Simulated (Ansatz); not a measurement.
`F[SiH2]C[SiH2]F` + `[OH][SnH]1[CH2][S]1` → `F[SiH2][SnH]1[CH2][S]1` + `OC[SiH2]F`  (redistribution)

Computed with Ansatz on PBE0-D4/def2-TZVP structures; ΔE is electronic, products minus reactants. CCSD(T)/CBS adds triple-zeta CCSD(T) − MP2 to the extrapolated MP2 energy (def2 sets, frozen cores). Functionals use def2-TZVPP. B3LYP here is the variant with VWN-RPA as its local correlation; programs differ in this. HSE06 is defined as in plane-wave codes. Elements past krypton have def2 core potentials. For Sn outer-core shells are correlated without core-valence functions, which leaves a few kJ/mol of doubt a bond. Each species was taken in one conformer, which may not be the lowest.

```tsv
level	ΔE (kJ/mol)	difference from CCSD(T)/CBS
LDA (SPW92)	88.6	-27.4
PBE-D4	93.4	-22.6
revPBE-D4	95.1	-20.9
r2SCAN-D4	109.2	-6.8
B97M-V	120.1	4.1
B3LYP-D4	101.4	-14.6
r2SCANh-D4	109.0	-7.0
r2SCAN0-D4	108.8	-7.2
HSE06-D4	98.0	-18.0
CAM-B3LYP-D4	109.1	-6.9
ωB97X-V	111.9	-4.1
ωB97M-V	112.8	-3.2
B2PLYP	110.9	-5.1
PBE-QIDH	111.4	-4.6
PBE	93.4	-22.6
revPBE	93.9	-22.1
BLYP	97.4	-18.6
r2SCAN	109.2	-6.8
PBE0	98.8	-17.2
B3LYP	101.5	-14.5
r2SCANh	109.0	-7.0
r2SCAN0	108.9	-7.1
HSE06	98.3	-17.7
BHLYP	109.1	-6.9
CAM-B3LYP	109.5	-6.5
LC-ωPBE	115.5	-0.5
RPA@PBE/def2-TZVPP	109.6	-6.4
HF/def2-SVP	94.0	-22.0
MP2/def2-SVP	110.3	-5.7
CCSD/def2-SVP	96.2	-19.8
CCSD(T)/def2-SVP	95.3	-20.7
HF/def2-TZVPP	117.6	1.6
SCS-MP2/def2-TZVPP	118.8	2.8
CCSD/def2-TZVPP	113.6	-2.4
CCSD(T)/def2-TZVPP	113.5	-2.5
HF/def2-QZVPP	119.8	3.8
SCS-MP2/def2-QZVPP	121.3	5.3
HF/CBS(def2)	120.1	4.1
MP2/CBS(def2)	122.4	6.4
CCSD/CBS(def2)	116.1	0.1
CCSD(T)/CBS	116.0	0
```

Largest T1 diagnostic among the species: 0.014.

At CCSD(T), def2-SVP lies −20.7 kJ/mol from the extrapolated value and def2-TZVPP −2.5 kJ/mol. From BLYP to BHLYP (50 % exact exchange), in def2-TZVPP and without D4, ΔE moves by +11.7 kJ/mol.

CCSD(T)/CBS has its own doubt, a few kJ/mol and more with outer-core shells, so smaller differences from it don't rank the levels.
